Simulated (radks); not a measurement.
The numbers below are computed, except where a source is named.
Spherical quantum dot in the effective-mass picture: electrons in a parabolic well V = omega^2 r^2 / 2 with omega = 0.218, all in effective atomic units (hartree* = m*/eps^2 hartree, bohr* = eps/m* bohr), one dielectric constant everywhere. Level of theory: non-relativistic Kohn-Sham, exchange-only LDA, spin-polarised, spherical densities (a radial shooting solver with Libxc functionals). Levels are named by radial order and angular momentum (1s, 1p, 1d, 2s, ...), and open shells are averaged over m.

N = 22, configuration 1s2 1p6 1d10 2s2 1f(up 2, down 0). This is the lowest configuration that the search found. Occupied and some empty levels:

level    occupation  eigenvalue (hartree*)  <r> (bohr*)
1s up             1                 4.0677        4.952
1s down           1                 4.0750        4.802
1p up             3                 4.1203        5.740
1p down           3                 4.1311        5.658
1d up             5                 4.1896        6.280
1d down           5                 4.2025        6.238
2s up             1                 4.2331        4.920
2s down           1                 4.2394        4.986
1f up             2                 4.2728        6.705
1f down           0                 4.2869        6.687
2p up             0                 4.3334        5.601
2p down           0                 4.3403        5.618
1g up             0                 4.3681        7.065
1g down           0                 4.3827        7.063
2d up             0                 4.4407        6.180
2d down           0                 4.4487        6.179

Energy (hartree*): total 56.2140, kinetic 3.0322, external 19.749, Hartree 36.775, exchange-correlation -3.3421.
